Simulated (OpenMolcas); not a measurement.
Re3+ among 6 point charges of -1.7 e arranged as an octahedron (Oh), 1.76 Å from the ion.
```
   1.7600    0.0000    0.0000  -1.70
   0.0000    1.7600    0.0000  -1.70
  -1.7600    0.0000    0.0000  -1.70
   0.0000   -1.7600    0.0000  -1.70
   0.0000    0.0000    1.7600  -1.70
   0.0000    0.0000   -1.7600  -1.70
```

```json
{"Program": "OpenMolcas", "Method": "SS-CASPT2, IPEA 0.25 Eh, imaginary shift 0.1 Eh (closed shells correlated: 5s 5p)", "Basis": "ANO-RCC-VDZP [7s6p4d2f1g]", "Scalar Hamiltonian": "DKH2, point nucleus", "Active space": "4 electrons in 5 orbitals (5d)", "State averaging": "2S+1 = 5 even, 5 roots; 2S+1 = 3 even, 45 roots; 2S+1 = 1 even, 50 roots", "Spin-orbit coupling": "state interaction with AMFI integrals over the reference wave functions"}
```

What is the spin-free ground state (labels of O, the rotations of Oh)?

3T1, 3-fold in its orbital part, 38 % from free-ion H terms; d4 allows 2S+1 = 5, so this is a state of lower spin.

Where is the first state of the same spin?

3T1 at 22200 cm-1 above the ground state.

What are the lowest two levels with spin-orbit coupling?

A 1-fold level A1, then a 3-fold level T1 3140 cm-1 above it. Their leading multiplicities are 3 (83 %) and 3 (88 %).

What is χT at 300 K?

0.23 cm3 K/mol.

Roots that are degenerate in the reference are averaged as groups; the widest CASPT2 spread within a group is 260 cm-1 (the 3-fold group of multiplicity 3 near 68100 cm-1 above the lowest state of its run). Shifts and gaps below about the spread of the groups concerned are not significant. This shell can be high or low spin here, a state of another spin lies low, and with metal d orbitals alone active their balance is uncertain, so the ground spin may be wrong, although the usual error favours high spin. Free-ion shares, where given, are those of the reference states; single-state CASPT2 does not remix them. Point charges carry no covalency, so the field is a model and not that of real ligands. No measured value stands beside these numbers.
